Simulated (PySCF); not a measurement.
Species: C5H13OSi (doublet state).
Cartesian coordinates in Å at the GFN2-xTB level; atoms count from 1:
```xyz
20
C5H13OSi angstrom
C      2.3768   -0.4206   -0.6659
C      1.1424   -0.7995    0.0478
C     -0.0486    0.0777    0.0658
C     -1.3619   -0.7125    0.0966
C     -1.5295   -1.5707   -1.1498
O      0.0253    0.8832    1.2418
Si    -0.3427    2.4366    1.4679
H      3.0389    0.1705   -0.0199
H      2.9382   -1.3043   -0.9699
H      2.1510    0.1851   -1.5424
H      1.1951   -1.5736    0.7958
H     -0.0416    0.7358   -0.8137
H     -1.3627   -1.3400    0.9896
H     -2.1873   -0.0031    0.1831
H     -2.4655   -2.1218   -1.1073
H     -0.7085   -2.2796   -1.2310
H     -1.5342   -0.9507   -2.0436
H      0.3669    3.2922    0.5081
H     -1.7778    2.7006    1.3089
H      0.1206    2.6053    2.8350
```

The hyperfine couplings belong to this conformer and change with its torsions.

As a line formula: `C[CH][C@@H](CC)O[SiH3]` [radical].

The calculation used UKS B3LYP, pcH-1 on C H O Si, non-relativistic, mean-field spin-orbit, GIAO (PySCF). The structure is a single GFN2-xTB conformer in the gas phase; no vibrational or solvent corrections. The geometry wasn't refined by DFT: couplings that depend on bond lengths, twists or pyramidal angles can differ widely from those at the functional's own minimum. No stability test was run, so a lower SCF solution isn't excluded.

Largest spin populations (Mulliken): C2 (+1.02), C1 (-0.09) and H8 (+0.07). C2 is the only atom above +0.15. The positive populations add up to 1.18 and the negative ones to -0.18, together 2S = 1. The angles at C2 add up to 357.6°, so it is nearly planar; its axial dipolar tensor and the negative coupling of its proton fit spin in a p orbital normal to that plane.

(1) McConnell's relation a(H) = Q·ρ ties the coupling of a proton on a planar π carbon to the spin population of that carbon. What Q do the computed values give?

(2) List the C–H protons on four-coordinate carbons next to a three-coordinate spin centre, with their couplings and θ (C–H bond against the normal to the plane of the centre's neighbours, projected along the bond that joins the two).

(3) What would the freely rotating methyl group on C1 show?

## Answers

(1) 
```
  H   C    ρ(C)  a(H) (G)  a/ρ (G)
H11  C2  +1.019    -20.58    -20.2
```

One proton gives one ratio, Q = -20.2 G, and no test of linearity. In McConnell's picture π spin on carbon polarises the C–H bond and leaves opposite spin at the proton, which makes Q negative, as found here.

(2) 
```
β H  on  centre  θ (°)  cos²θ   a (G)
 H8  C1      C2      6   0.99  +57.12
 H9  C1      C2     55   0.32  +19.79
H10  C1      C2     67   0.16   +8.05
H12  C3      C2     74   0.08   +0.96
```

Fitting the Heller–McConnell form a = ρ(B0 + B2 cos²θ), with Mulliken ρ = 1.02, gives B0 = -1.8 G and B2 = 59.2 G, with a largest miss of 2.1 G. By this fit the coupling would be 58.4 G at θ = 0° and -1.9 G at 90°.

(3) Three equal couplings, a 1:3:3:1 quartet. The mean of the three values of this geometry estimates the splitting: 28.3 G, or 79.4 MHz (three bonds 120° apart have a mean cos²θ of 1/2 at any torsion).

Couplings in gauss use g_iso = 2.0025.
